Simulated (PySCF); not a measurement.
PySCF 2.14 output of a UHF calculation on a single atom or ion in aug-cc-pwCVTZ-DK, with the spin-free X2C one-electron Hamiltonian (Gaussian nucleus):

```
SCF conv_tol = 1e-09
number electrons alpha = 14  beta = 12
cycle= 1 E= -1391.57744806797  delta_E= -0.00718  |g|= 0.0346  |ddm|= 0.0293
cycle= 2 E= -1391.57761353598  delta_E= -0.000165  |g|= 0.00648  |ddm|= 0.00623
cycle= 3 E= -1391.57762170179  delta_E= -8.17e-06  |g|= 0.00373  |ddm|= 0.00492
cycle= 4 E= -1391.5776240256  delta_E= -2.32e-06  |g|= 0.000876  |ddm|= 0.00239
cycle= 5 E= -1391.57762489959  delta_E= -8.74e-07  |g|= 0.000247  |ddm|= 0.00135
cycle= 6 E= -1391.57762496526  delta_E= -6.57e-08  |g|= 5.26e-05  |ddm|= 0.000463
cycle= 7 E= -1391.57762496698  delta_E= -1.72e-09  |g|= 1.39e-05  |ddm|= 7.74e-05
cycle= 8 E= -1391.57762496711  delta_E= -1.33e-10  |g|= 1.75e-06  |ddm|= 1.92e-05
converged SCF energy = -1391.57762496711  <S^2> = 2.0053083  2S+1 = 3.0035368
```

The run itself started from symmetry-adapted Hartree-Fock orbitals and held the occupation by maximum overlap, so the iterations belong to that start.

Q: Which element, charge and spin multiplicity is this?

A: Co⁺ (cobalt, charge +1), multiplicity 3; the state was [Ar] 3d8, high-spin 3F determinant.
